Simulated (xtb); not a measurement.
C₄H₇O (SMILES C[CH]C(C)=O), doublet, at a GFN2-xTB geometry; GFN2-xTB (xtb).

Here is a job for xtb.
```
$ xtb mol.xyz --gfn 2 --uhf 1 --ohess --json

# file mol.xyz
12

C     -1.98606156     0.38777513    -0.02319402
C     -0.63409118     0.43769205     0.54985105
C      0.48260492    -0.15837745    -0.10825148
C      1.81371040    -0.02607270     0.60358398
O      0.37954257    -0.74434792    -1.18547737
H     -1.96593829    -0.14902495    -0.96898695
H     -2.37617628     1.39690193    -0.18006052
H     -2.67898810    -0.10345583     0.66504900
H     -0.48396581     0.93925237     1.49408330
H      1.75744172    -0.48877297     1.58687357
H      2.59133250    -0.51130391     0.02076336
H      2.06297815     1.02508457     0.73416001
```

What the program printed (banner, timings and long lists left out):

```
   ID    Z sym.   atoms
    1    6 C      1-4
    2    8 O      5
    3    1 H      6-12

           -------------------------------------------------
          |                Calculation Setup                |
           -------------------------------------------------

           -------------------------------------------------
          |                 G F N 2 - x T B                 |
           -------------------------------------------------

          ...................................................
          :                      SETUP                      :
          :.................................................:
          :  # basis functions                  27          :
          :  # atomic orbitals                  27          :
          :  # shells                           17          :
          :  # electrons                        29          :
          :  max. iterations                   250          :
          :  Hamiltonian                  GFN2-xTB          :
          :  restarted?                      false          :
          :  GBSA solvation                  false          :
          :  PC potential                    false          :
          :  electronic temp.          300.0000000     K    :
          :  accuracy                    1.0000000          :
          :  -> integral cutoff          0.2500000E+02      :
          :  -> integral neglect         0.1000000E-07      :
          :  -> SCF convergence          0.1000000E-05 Eh   :
          :  -> wf. convergence          0.1000000E-03 e    :
          :  Broyden damping             0.4000000          :
          :  net charge                          0          :
          :  unpaired electrons                  1          :
          ...................................................

 iter      E             dE          RMSdq      gap      omega  full diag
   1    -16.2909334 -0.162909E+02  0.406E+00    4.62       0.0  T
   2    -16.3299010 -0.389676E-01  0.192E+00    4.47       1.0  T
   3    -16.3335591 -0.365806E-02  0.132E+00    4.50       1.0  T
   4    -16.3370316 -0.347249E-02  0.170E-01    4.48       1.0  T
   5    -16.3371754 -0.143863E-03  0.836E-02    4.45       1.0  T
   6    -16.3371911 -0.156812E-04  0.447E-02    4.47       1.0  T
   7    -16.3371946 -0.348041E-05  0.152E-02    4.46       1.9  T
   8    -16.3371952 -0.586942E-06  0.334E-03    4.46       8.6  T
   9    -16.3371952  0.916388E-08  0.177E-03    4.46      16.3  T
  10    -16.3371952 -0.303979E-07  0.263E-04    4.46     109.9  T
  11    -16.3371952 -0.888072E-10  0.346E-05    4.46     835.2  T

   *** convergence criteria satisfied after 11 iterations ***

         :::::::::::::::::::::::::::::::::::::::::::::::::::::
         ::                     SUMMARY                     ::
         :::::::::::::::::::::::::::::::::::::::::::::::::::::
         :: total energy             -16.124821645125 Eh    ::
         :: gradient norm              0.000042618361 Eh/a0 ::
         :: HOMO-LUMO gap              4.463767740106 eV    ::
         ::.................................................::
         :: SCC energy               -16.337191870720 Eh    ::
         :: -> isotropic ES            0.030691086494 Eh    ::
         :: -> anisotropic ES          0.002144090330 Eh    ::
         :: -> anisotropic XC          0.007022039453 Eh    ::
         :: -> dispersion             -0.005563446046 Eh    ::
         :: repulsion energy           0.212370225594 Eh    ::
         :: add. restraining           0.000000000000 Eh    ::
         :: total charge              -0.000000000000 e     ::
         :::::::::::::::::::::::::::::::::::::::::::::::::::::

      -----------------------------------------------------------
     |                   =====================                   |
     |                        A N C O P T                        |
     |                   =====================                   |
[...]
 * total energy  :   -16.1248216 Eh     change       -0.5030643E-11 Eh
   *** GEOMETRY OPTIMIZATION CONVERGED AFTER 1 ITERATIONS ***
         :: total energy             -16.124821645131 Eh    ::
[...]
  17:  0.00  18:  0.00  19:  0.00  20:  0.00  21:  0.00  22:  0.00  23:  0.00  24:  0.00
  25:  0.00  26:  0.00  27:  0.00  28:  0.00  29:  0.00  30:  0.00  31:  0.00  32:  0.00
  33:  0.00  34:  0.00  35:  0.00  36:  0.00
 output can be read by thermo (or use thermo option).
 writing <g98.out> molden fake output.
 recommended (thermochemical) frequency scaling factor: 1.0
Molecule has the following symmetry elements: (sigma)
It seems to be the Cs point group
           -------------------------------------------------
          |             Thermodynamic Functions             |
           -------------------------------------------------

cs  symmetry found (for desy threshold:  0.10E+00) used in thermo

          ...................................................
          :                      SETUP                      :
          :.................................................:
          :  # frequencies                          30      :
          :  # imaginary freq.                       0      :
          :  linear?                             false      :
          :  only rotor calc.                    false      :
          :  symmetry                               cs      :
          :  rotational number                       1      :
          :  scaling factor                  1.0000000      :
          :  rotor cutoff                   50.0000000 cm⁻¹ :
          :  imag. cutoff                  -20.0000000 cm⁻¹ :
          :.................................................:

    mode    ω/cm⁻¹     T·S(HO)/kcal·mol⁻¹    T·S(FR)/kcal·mol⁻¹   T·S(vib)
   ------------------------------------------------------------------------
       1     86.60    -1.11369 ( 90.00%)    -0.89335 ( 10.00%)    -1.09166
       2    104.68    -1.00337 ( 95.05%)    -0.83728 (  4.95%)    -0.99515
       3    140.97    -0.83204 ( 98.44%)    -0.74920 (  1.56%)    -0.83075
       4    235.43    -0.54775 ( 99.80%)    -0.59738 (  0.20%)    -0.54785
   ------------------------------------------------------------------------

   temp. (K)  partition function   enthalpy   heat capacity  entropy
                                   cal/mol     cal/K/mol   cal/K/mol   J/K/mol
 298.15  VIB   33.6                 2387.104     15.536     14.888
         ROT  0.848E+05              888.752      2.981     25.534
         INT  0.285E+07             3275.856     18.517     40.422
         TR   0.580E+27             1481.254      4.968     38.684
         TOT                        4757.1102    23.4850    79.1054   330.9769

       T/K    H(0)-H(T)+PV         H(T)/Eh          T*S/Eh         G(T)/Eh
   ------------------------------------------------------------------------
    298.15    0.758094E-02    0.104360E+00    0.375855E-01    0.667743E-01
   ------------------------------------------------------------------------

         :::::::::::::::::::::::::::::::::::::::::::::::::::::
         ::                  THERMODYNAMIC                  ::
         :::::::::::::::::::::::::::::::::::::::::::::::::::::
         :: total free energy         -16.058047364214 Eh   ::
         ::.................................................::
         :: total energy              -16.124821645131 Eh   ::
         :: zero point energy           0.096778856216 Eh   ::
         :: G(RRHO) w/o ZPVE           -0.030004575300 Eh   ::
         :: G(RRHO) contrib.            0.066774280916 Eh   ::
         :::::::::::::::::::::::::::::::::::::::::::::::::::::

optimized geometry written to: xtbopt.xyz

           -------------------------------------------------
          | TOTAL ENERGY              -16.124821645131 Eh   |
          | TOTAL ENTHALPY            -16.020461851298 Eh   |
          | TOTAL FREE ENERGY         -16.058047364214 Eh   |
          | GRADIENT NORM               0.000042477811 Eh/α |
          | HOMO-LUMO GAP               4.463764112378 eV   |
           -------------------------------------------------

normal termination of xtb
```
